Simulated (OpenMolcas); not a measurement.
**Ga+: effect of the active space**

| Quantity | Value |
| --- | --- |
| Program | OpenMolcas 26.06 |
| Method | MS-CASPT2 or its RAS form, IPEA 0.25 Eh, imaginary shift 0.1 Eh |
| Basis | ANO-R2 |
| Scalar Hamiltonian | X2C, finite nucleus |
| Spin-orbit coupling | RASSI with atomic mean-field integrals over the reference wave functions, term energies averaged over their components |

A. 2 electrons in 4 orbitals (4s 4p); 2S+1 = 3 even, 3 roots; 2S+1 = 1 even, 7 roots; 2S+1 = 3 odd, 3 roots; 2S+1 = 1 odd, 3 roots; closed shells correlated: 3d; CASPT2 step about 4 core-seconds
B. 2 electrons in 8 orbitals (4s 4p 5s 5p); 2S+1 = 3 even, 1 root; 2S+1 = 1 even, 7 roots; 2S+1 = 3 odd, 3 roots; 2S+1 = 1 odd, 3 roots; closed shells correlated: 3d; CASPT2 step of the order of 6 core-seconds
C. 2 electrons in 9 orbitals (RAS2 4s 4p; RAS3 4d, at most 2 electrons); 2S+1 = 3 even, 3 roots; 2S+1 = 1 even, 7 roots; 2S+1 = 3 odd, 3 roots; 2S+1 = 1 odd, 3 roots; closed shells correlated: 3d; CASPT2 step about 8 core-seconds

Energies in cm⁻¹ above 4s² ¹S₀, the measured ground level; measured values from NIST Handbook of Basic Atomic Spectroscopic Data.

```tsv
Level	A	B	C	Measured
4s² ¹S₀	0.0	0.0	0.0	0.0
4s 4p ³P°₀	46780	46900	46890	47368
4s 4p ³P°₁	47140	47260	47250	47814
4s 4p ³P°₂	47890	48000	48000	48750
4s 4p ¹P°₁	71720	71490	70590	70701
```

Deviations, from unrounded energies. A percentage is the sum of absolute deviations over the sum of measured energies, with the sign that they share, or ± where signs differ.

| Against measurement | Levels | A | B | C |
| --- | --- | --- | --- | --- |
| mean absolute deviation (cm-1) | 4 | 790 | 640 | 470 |
| other configurations (%) | 4 | ±1.5 | ±1.2 | -0.9 |

C lies closest to measurement on these levels and A furthest from it. The largest miss of C in the table is 4s 4p ³P°₂, by -750 cm-1. The ranking rests on the paired levels alone, and a cruder setting can come out closer through cancelling errors.

Among A to C the level of the table that moves most is 4s 4p ¹P°₁, by 1100 cm-1 (lowest in C, highest in A). Moves below CASPT2's spread within the term are not significant.

Over all roots computed the reference weight is 0.89 to 0.96 in B; the roots of lowest weight are the least certain, and an intruder state may touch them. The run also gave levels led by 4s 5s, which use shells meant for correlation; these and all levels above them are left out (holds for B). Active for correlation alone: 4d; no level in the range computed is led by a configuration that fills it, so any true level of that kind is missing (holds for C). Computed and measured levels are paired by configuration, term and J; levels that our copy of the source lacks, or whose pairing is in doubt (as where it misses far off the trend of its configuration), stay unpaired and out of the deviations. Only configurations of the active space appear. Levels that lie high or do not pair safely by name in every column are left out.

° marks odd parity.
